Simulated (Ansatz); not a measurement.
The same molecule with X = C, Si, Ge, Sn. Ansatz, PBE0-D4/def2-TZVP geometries, multiplicity 1. Each molecule was computed in one conformer, which needn't be the lowest.

Elements past krypton have def2 core potentials. Scalar relativity is left out up to krypton.

```tsv
X	molecule	mean X–H bond length / Å	mean X–O bond length / Å	mean X–S bond length / Å	HOMO–LUMO gap (B3LYP/def2-TZVPP) / eV	zero-point energy (PBE0-D4/def2-TZVP) / kJ/mol	LUMO energy (ωB97M-V/def2-TZVPP) / eV
Si	`O[SiH2]S`	1.481	1.642	2.133	7.42	107.9	1.89
Ge	`[OH][GeH2][SH]`	1.534	1.777	2.219	7.21	102.8	1.98
Sn	`[OH][SnH2][SH]`	1.701	1.964	2.398	6.36	94.6	1.08
```

Give the row for X = C, `OCS`. (Estimate.)

The calculation gave: 
```json
{"X": "C", "molecule": "`OCS`", "mean X–H bond length / Å": "1.096", "mean X–O bond length / Å": "1.405", "mean X–S bond length / Å": "1.793", "HOMO–LUMO gap (B3LYP/def2-TZVPP) / eV": "7.01", "zero-point energy (PBE0-D4/def2-TZVP) / kJ/mol": "134.6", "LUMO energy (ωB97M-V/def2-TZVPP) / eV": "2.12"}
```

From C to Sn the mean X–H bond length rises at each step, by 0.605 Å in all; the mean X–O bond length rises at each step, by 0.559 Å in all; the mean X–S bond length rises at each step, by 0.605 Å in all; the HOMO–LUMO gap (B3LYP/def2-TZVPP) isn't monotonic: highest at Si, lowest at Sn; the zero-point energy (PBE0-D4/def2-TZVP) falls at each step, by 40.0 kJ/mol in all; the LUMO energy (ωB97M-V/def2-TZVPP) isn't monotonic: highest at C, lowest at Sn. Bonds lengthen as the atom grows down the group.

B3LYP here is the variant with VWN-RPA as its local correlation; programs differ in this.
